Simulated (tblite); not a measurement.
Species: C₆H₁₃O (doublet state).
Structure used (GFN2-xTB), in Å, numbered top down from 1:
```xyz
20
C6H13O angstrom
C     -1.4538    1.9208    0.1179
C     -1.4320    0.4781    0.4279
C     -0.7071   -0.4775   -0.4436
C     -1.3909   -1.8475   -0.4644
C      0.7548   -0.6477    0.0313
O      1.4560    0.5520   -0.1943
C      2.7846    0.5012    0.2502
H     -1.8560    2.0980   -0.8833
H     -0.4345    2.3244    0.1130
H     -2.0468    2.4758    0.8407
H     -1.7562    0.1340    1.3954
H     -0.6556   -0.0726   -1.4596
H     -1.4023   -2.2787    0.5344
H     -0.8699   -2.5304   -1.1320
H     -2.4176   -1.7443   -0.8058
H      0.7720   -0.9029    1.1026
H      1.2344   -1.4709   -0.5237
H      2.8379    0.3354    1.3343
H      3.2346    1.4624    0.0093
H      3.3432   -0.2988   -0.2534
```

Method: GFN2-xTB as coded in tblite; computed harmonic values from a numerical Hessian at the method's own geometry, unscaled. This tight-binding method is rough: wavenumbers can miss measured ones by several per cent, in bad cases by 10 to 20. One conformer, not necessarily the lowest. Open shells enter through the occupations alone, without spin polarisation, and single modes of such species can be off by tens of per cent.

Harmonic wavenumbers (cm⁻¹): 58.6, 80.5, 80.9, 95.5, 171.9, 208.8, 228.0, 268.2, 313.7, 345.0, 402.3, 484.8, 518.9, 866.3, 922.4, 948.9, 989.0, 999.3, 1008.6, 1086.5, 1099.7, 1116.4, 1135.0, 1156.6, 1177.5, 1183.3, 1222.3, 1261.0, 1273.5, 1334.8, 1375.7, 1390.5, 1405.5, 1408.8, 1457.3, 1471.1, 1479.5, 1485.5, 1494.0, 1498.2, 1502.0, 2818.9, 2860.3, 2883.0, 2898.5, 2908.5, 2939.6, 2951.4, 3025.0, 3027.2, 3031.5, 3035.6, 3043.9, 3102.4.

A = 3245, B = 1782, C = 1238 MHz; mass 101.097 u (most abundant isotopes); point group C1, symmetry number 1; spin multiplicity 2.

Task: Zero-point energy?

Result: ½Σν̃ = 38266 cm⁻¹ = 457.76 kJ/mol.

Task: Entropy at 350 K, 1 bar (ideal gas, RRHO, classical rotation)?

Result: Translation 169.76, rotation 119.98, vibration 145.66, spin (R ln 2) 5.76: S = 441.2 J/(mol K).

Task: And Cp and H(350 K) − H(0)?

Result: Cp = 171.46 J/(mol K), of which vibrations give 138.20 (their classical limit is 54 R = 449.0); H(350 K) − H(0) = 37.45 kJ/mol without the zero-point energy, 25.81 from vibrations.

Task: How do the functions run with temperature in this model?

Result: 
```json
{"T (K)": "100", "S (J/(mol K))": "292.9", "Cp (J/(mol K))": "83.6", "H − H(0) (kJ/mol)": "5.71", "G − H(0) (kJ/mol)": "-23.58", "ln q(vib)": "1.83"}
{"T (K)": "200", "S (J/(mol K))": "362.2", "Cp (J/(mol K))": "118.1", "H − H(0) (kJ/mol)": "15.90", "G − H(0) (kJ/mol)": "-56.53", "ln q(vib)": "4.69"}
{"T (K)": "300", "S (J/(mol K))": "416.3", "Cp (J/(mol K))": "152.2", "H − H(0) (kJ/mol)": "29.36", "G − H(0) (kJ/mol)": "-95.52", "ln q(vib)": "7.37"}
{"T (K)": "500", "S (J/(mol K))": "511.9", "Cp (J/(mol K))": "227.5", "H − H(0) (kJ/mol)": "67.46", "G − H(0) (kJ/mol)": "-188.51", "ln q(vib)": "12.38"}
{"T (K)": "800", "S (J/(mol K))": "638.2", "Cp (J/(mol K))": "310.0", "H − H(0) (kJ/mol)": "149.04", "G − H(0) (kJ/mol)": "-361.54", "ln q(vib)": "19.51"}
{"T (K)": "1000", "S (J/(mol K))": "711.6", "Cp (J/(mol K))": "347.5", "H − H(0) (kJ/mol)": "214.98", "G − H(0) (kJ/mol)": "-496.66", "ln q(vib)": "23.99"}
```

q(vib) and H(0) count from the zero-point level.

Task: What must be added to the electronic energy to get the Gibbs energy at 350 K and 1 bar?

Result: ZPE + [H(350 K) − H(0)] − T·S = 457.76 + 37.45 − 154.41 = 340.80 kJ/mol.

Task: Blend soft modes into free rotors: weight 1/[1 + (100 cm⁻¹/ν̃)⁴] for the oscillator and the rest for a rotor with moment μB/(μ + B), μ = h/(8π²ν), B = 10⁻⁴⁴ kg m². What vibrational entropy results?

Result: 133.34 J/(mol K) in place of 145.66, which changes −T·S at 350 K by +4.31 kJ/mol.

Hindered rotation and anharmonicity are outside this model. Other conformers, if any are populated, would add a mixing term that is left out. The structure is chiral; the term R ln 2 for an equal mix with its mirror image is left out.

Hardware: Arm Neoverse V2, one thread, no GPU, shared host. Cost: 0.52 s of wall time. This covers the Hessian and the dipole derivatives.
